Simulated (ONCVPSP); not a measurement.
## Which change was made? (Gd, ONCV)

ONCVPSP 4.0.1 input, shortened (lines: element, Z, core and valence counts, functional; n l f; lmax; l rc ep ncon nbas qcut; lloc lpopt rc5 dvloc0; l nproj debl; icmod fcfact rcfact), PBEsol, fully relativistic:

```
  Gd 64.00    9    6  -116133      upf
    1    0    2.00
    2    0    2.00
    2    1    6.00
    3    0    2.00
    3    1    6.00
    3    2   10.00
    4    0    2.00
    4    1    6.00
    4    2   10.00
    4    3    7.00
    5    0    2.00
    5    1    6.00
    5    2    1.00
    6    0    1.50
    6    1    0.50
    3
    0    1.80    0.00    4    8    6.70
    1    2.65    0.00    4    8    5.10
    2    2.50    0.00    5   10    4.40
    3    1.10    0.00    4    9   16.90
    4    5    0.90    0.00
    0    2    1.80
    1    2    3.90
    2    3    1.00
    3    1    0.70
    1    0.70    0.00
```

Open shells are filled in proportion to 2j + 1.

Cutoffs, loose and tight: the cutoffs (Ha) at which the residual kinetic energy of the hardest occupied pseudo-wave falls to 1 and 0.1 mHa per electron. They do not see the model core or the augmentation charge, which bear on the density cutoff. Test errors are all-electron minus pseudo excitation energies from the reference, over the configurations 4f7 5s2 5p6 5d1 6s2 6p0; 4f7 5s2 5p6 5d1 6s1 6p0; 4f7 5s2 5p6 5d1 6s0 6p0; 4f6 5s2 5p6 5d0 6s0 6p0; variants that change the core or the reference have their own tests. The largest error is taken over the tests solved by every variant that gives reliable tests at all, those not shown here included: 4f7 5s2 5p6 5d1 6s0 6p0; 4f7 5s2 5p6 5d1 6s1 6p0; 4f7 5s2 5p6 5d1 6s2 6p0.

The base gives: outcome: generated; cutoff, loose: 114 Ha; cutoff, tight: 125 Ha; bound ghosts: s, p3/2, p1/2; GHOST(+) flags above zero: d3/2; largest test error (meV): +0.3.

(1) After one change the result is: outcome: generated; cutoff, loose: 138 Ha; cutoff, tight: 408 Ha; bound ghosts: s, p3/2, p1/2; GHOST(+) flags above zero: d5/2; largest test error (meV): +0.2. Which change was it?
A. f: rc 0.86; local potential polynomial inside 0.86 bohr (lpopt 5, dvloc0 0 Ha)
B. s: qcut 5.5; p: qcut 4.2; d: qcut 3.6; f: qcut 14
C. local potential polynomial inside 0.70 bohr (lpopt 2, dvloc0 0 Ha)
D. scalar-relativistic

Results:

(1) A. The others give: s: qcut 5.5; p: qcut 4.2; d: qcut 3.6; f: qcut 14 → outcome: generated; cutoff, loose: 91 Ha; cutoff, tight: 158 Ha; bound ghosts: s, p3/2, d3/2; GHOST(+) flags above zero: d5/2, p1/2; largest test error (meV): 4 of 4 tests not solved or not reliable | local potential polynomial inside 0.70 bohr (lpopt 2, dvloc0 0 Ha) → outcome: generated; cutoff, loose: 114 Ha; cutoff, tight: 125 Ha; bound ghosts: s, p3/2; GHOST(+) flags above zero: d5/2, p1/2, d3/2; largest test error (meV): +0.2 | scalar-relativistic → outcome: generated; cutoff, loose: 114 Ha; cutoff, tight: 124 Ha; bound ghosts: s, p; GHOST(+) flags above zero: none; largest test error (meV): -4.6.
